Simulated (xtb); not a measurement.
Job for xtb: GFN2-xTB on BH3O (SMILES BO), a point of a bond scan (R = 3.814 Å).

```
$ xtb mol.xyz --gfn 2 --sp --chrg 0 --uhf 0
5

B     -0.44836328    -0.55342233     0.06101432
H     -0.09581979    -3.06256124     2.91153275
H     -1.30242775    -0.64193468    -0.77341615
O      0.44517449     0.45958125     0.02792633
H      0.32104168     1.06992460    -0.70686739
```

### Question
Give the final energy of this run.

### Answer
-6.6647 hartree.
